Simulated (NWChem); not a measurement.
System: CHBClF₃; SMILES FC(F)(F)BCl

The following NWChem deck was run.

```
start job
memory heap 200 mb stack 900 mb global 1100 mb
geometry units angstroms
  B      0.865253     0.242400     0.565438
  C     -0.007654    -0.490341    -0.606841
  F     -1.295591    -0.108649    -0.697380
  F     -0.034809    -1.832079    -0.439961
  F      0.520804    -0.285421    -1.833645
  Cl     0.115579     1.285549     1.607687
  H      2.005164    -0.014431     0.617412
end
basis spherical
  * library 6-31g*
end
dft
  xc b3lyp
  iterations 150
end
driver
  maxiter 120
end
task dft optimize
task dft freq
```

Excerpt of the output:

```
             Northwest Computational Chemistry Package (NWChem) 7.3.0
             --------------------------------------------------------

 C1  symmetry detected

                             Geometry "geometry" -> ""
                             -------------------------

 Output coordinates in angstroms (scale by  1.889725989 to convert to a.u.)

  No.       Tag          Charge          X              Y              Z
 ---- ---------------- ---------- -------------- -------------- --------------
    1 B                    5.0000     0.81855454    -0.64694724     0.02232239
    2 C                    6.0000     0.03199814     0.78625708     0.00312718
    3 F                    9.0000    -1.31095048     0.71340701     0.06517285
    4 F                    9.0000     0.30860204     1.48905422    -1.11866320
    5 F                    9.0000     0.40233753     1.58011062     1.03218181
    6 Cl                  17.0000    -0.05129745    -2.05384201     0.00090901
    7 H                    1.0000     1.98739330    -0.61063881     0.04594870

 Effective nuclear repulsion energy (a.u.)     289.1982450492

                                Z-matrix (autoz)
                                --------

 Units are Angstrom for bonds and degrees for angles

[...]

      ----------------------
      Optimization converged
      ----------------------

  Step       Energy      Delta E   Gmax     Grms     Xrms     Xmax
  ---- ---------------- -------- -------- -------- -------- --------
@    6    -823.29848700 -1.4D-07  0.00005  0.00002  0.00040  0.00088
                                     ok       ok       ok       ok

                                Z-matrix (autoz)
                                --------

 Units are Angstrom for bonds and degrees for angles

[...]

 Rotational Constants
 --------------------
 A=   0.176184 cm-1  (  0.253484 K)
 B=   0.054505 cm-1  (  0.078419 K)
 C=   0.053723 cm-1  (  0.077294 K)

 Temperature                      =   298.15K
 frequency scaling parameter      =   1.0000

 Zero-Point correction to Energy  =   17.745 kcal/mol  (  0.028279 au)
 Thermal correction to Energy     =   21.561 kcal/mol  (  0.034360 au)
 Thermal correction to Enthalpy   =   22.153 kcal/mol  (  0.035304 au)

 Total Entropy                    =   82.285 cal/mol-K
   - Translational                =   40.142 cal/mol-K (mol. weight = 115.9812)
   - Rotational                   =   27.526 cal/mol-K (symmetry #  =        1)
   - Vibrational                  =   14.616 cal/mol-K

 Cv (constant volume heat capacity) =   19.346 cal/mol-K
   - Translational                  =    2.979 cal/mol-K
   - Rotational                     =    2.979 cal/mol-K
   - Vibrational                    =   13.387 cal/mol-K

[normal modes left out]

 ----------------------------------------------------------------------------
 Normal Eigenvalue ||           Projected Infra Red Intensities
  Mode   [cm**-1]  || [atomic units] [(debye/angs)**2] [(KM/mol)] [arbitrary]
 ------ ---------- || -------------- ----------------- ---------- -----------
    1       -0.000 ||    0.000003           0.000         0.003       0.001
    2       -0.000 ||    0.000133           0.003         0.129       0.030
    3       -0.000 ||    0.000007           0.000         0.007       0.002
    4       -0.000 ||    0.000187           0.004         0.182       0.043
    5        0.000 ||    0.000126           0.003         0.123       0.029
    6        0.000 ||    0.000217           0.005         0.212       0.050
    7       18.389 ||    0.001523           0.035         1.484       0.347
    8      169.979 ||    0.001735           0.040         1.691       0.396
    9      270.679 ||    0.000210           0.005         0.205       0.048
   10      315.840 ||    0.000489           0.011         0.477       0.112
   11      500.935 ||    0.006878           0.159         6.705       1.569
   12      506.855 ||    0.002875           0.066         2.802       0.656
   13      610.917 ||    0.033640           0.776        32.794       7.672
   14      780.517 ||    0.018110           0.418        17.655       4.130
   15      827.540 ||    0.030631           0.707        29.860       6.986
   16      894.257 ||    0.068087           1.571        66.374      15.528
   17     1090.397 ||    0.269437           6.216       262.661      61.448
   18     1132.192 ||    0.222834           5.141       217.230      50.820
   19     1207.930 ||    0.140665           3.245       137.127      32.080
   20     1348.902 ||    0.050624           1.168        49.351      11.545
   21     2743.710 ||    0.072400           1.670        70.579      16.511
 ----------------------------------------------------------------------------
```

Level: B3LYP/6-31G* (spherical d).
